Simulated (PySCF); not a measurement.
# Working with the constants of AgH

RHF-CCSD(T) constants of AgH, ¹Σ⁺ (singlet), closed shell (Ag x2c-TZVPPall, H x2c-TZVPPall; spin-free X2C with a Gaussian nucleus (PySCF 2.14); masses 106.9051 and 1.0078 u):

* ωe: 1773.7 cm⁻¹
* ωexe: 35.0 cm⁻¹
* Be: 6.5642 cm⁻¹
* αe: 0.215 cm⁻¹
* D (centrifugal): 0.000360 cm⁻¹
* De to Ag (4d10 5s1) + H: 2.40 eV

(1) Estimate the standard entropy (1 bar) and heat capacity of the ideal gas at 298.15 K, rigid rotor with B0 and harmonic oscillator at the fundamental.

Measured values (Huber and Herzberg, Constants of Diatomic Molecules (1979)): ωe = 1759.9 cm⁻¹, ωexe = 34.06 cm⁻¹, Be = 6.449 cm⁻¹, αe = 0.201 cm⁻¹.

Correlated steps freeze 14 core orbitals. Spin–orbit coupling is left out. Where the molecule has an RHF reference, its open-shell atoms are computed with UHF. The CCSD T1 diagnostic is raised, a sign that a single reference may not be enough here.

## Answers

(1) Translation (Sackur–Tetrode, M = 107.91 u): 167.2 J/(mol K). Rotation: q = kT/(σB0) = 32.1 with σ = 1, 37.2. Vibration: x = hcν0/kT = 8.22, 0.02. S° = 204.4 J/(mol K); Cp = 7R/2 + 0.15 = 29.3 J/(mol K).
